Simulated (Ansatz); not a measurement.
Which is lower?

Two relaxed structures of CHSSe (charge +1), closed shell (PBE0-D4/def2-TZVP; forces vanish, vibrations not checked).

A:

| atom | x (Å) | y (Å) | z (Å) |
| --- | --- | --- | --- |
| S1 | 0.7656 | -1.7407 | 0.7832 |
| C2 | 0.1119 | -0.5874 | 0.0862 |
| Se3 | -0.7227 | 0.7012 | -0.8194 |
| H4 | -0.0959 | 1.7399 | 0.0313 |

B:

```
4
angstrom
S -0.6925 0.6494 -0.7870
C 0.0746 -0.5216 0.0465
Se 0.7805 -1.7932 0.7969
H -0.1627 1.6654 -0.0563
```

Ansatz 0.2.0; basis: def2-TZVPP; cores frozen in the correlated methods. Filled d shells of the heavier atoms are correlated. The def2 sets are not built for correlating such inner shells, so the correlated values are less sure here. B3LYP uses VWN-RPA correlation.

Question: Which structure is lower at CCSD(T), and by how much? (An estimate is asked for; the value comes from the calculation.)

Answer: The calculation gives: A, by 0.122 eV (electronic energy, against the other). By their contacts, A is CHSSe ([S][C][SeH]), total charge +1 and B is CHSSe ([SH][C][Se]), total charge +1.

All methods give the same order:

```json
{"method": "PBE-D4", "E(B) − E(A) (eV)": "0.057"}
{"method": "r2SCAN-D4", "E(B) − E(A) (eV)": "0.079"}
{"method": "PBE0-D4", "E(B) − E(A) (eV)": "0.095"}
{"method": "B3LYP-D4", "E(B) − E(A) (eV)": "0.106"}
{"method": "wB97M-V", "E(B) − E(A) (eV)": "0.178"}
{"method": "HF", "E(B) − E(A) (eV)": "0.260"}
{"method": "MP2", "E(B) − E(A) (eV)": "0.063"}
{"method": "CCSD", "E(B) − E(A) (eV)": "0.153"}
{"method": "CCSD(T)", "E(B) − E(A) (eV)": "0.122"}
```

No T1 diagnostic of these runs exceeds 0.017. The restricted Hartree–Fock reference is unstable towards an unrestricted one at one or more of these structures.

Labels in which every atom is bracketed show which atoms are joined, not bond orders.

For scale, one of the runs: CCSD(T)/def2-TZVPP, 135 basis functions, launched by `ansatz run in.yaml --threads 2 --pin off --events-out ev --progress --plain --max-ram 4352MiB`. Time: 6.5 s of wall clock on 2 CPU threads of an Intel Xeon 6975P-C; the host was shared. Peak host memory: 0.6 GiB.
